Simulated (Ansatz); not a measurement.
CH$_{4}$OSSi, SMILES `S[SiH]1CO1`. Charge 0, multiplicity 1.

```xyz
8

S    -1.1683   -1.8736   -0.0771
Si    0.1926   -0.2786   -0.3305
C     0.1921    1.1335    0.7822
O    -0.3733    1.2524   -0.5874
H    -0.6966   -2.5479   -1.1392
H     1.3532   -0.6989   -1.1399
H    -0.5641    1.2476    1.5567
H     1.0643    1.7655    0.9351
```

(1) List the harmonic frequencies (cm⁻¹, unscaled) at PBE0-D4/def2-TZVP in Ansatz. (Estimate.)

(2) Is this a minimum?

(3) Give the ideal-gas thermochemistry at 298.15 K and 1 bar (rigid rotor, harmonic oscillator; point group C1, symmetry number 1).

Answers

(1) The calculation gave: 109, 204, 235, 494, 599, 693, 757, 761, 799, 842, 1039, 1106, 1139, 1465, 2270, 2713, 3099, 3179.

(2) Yes, all 18 modes are real.

(3) Zero-point energy 128.6 kJ/mol; H(298) − E = 145.6 kJ/mol; entropy 313.5 J/(mol·K), of which translation 165.3, rotation 107.4, vibration 40.7; G(298) − E = 52.2 kJ/mol.
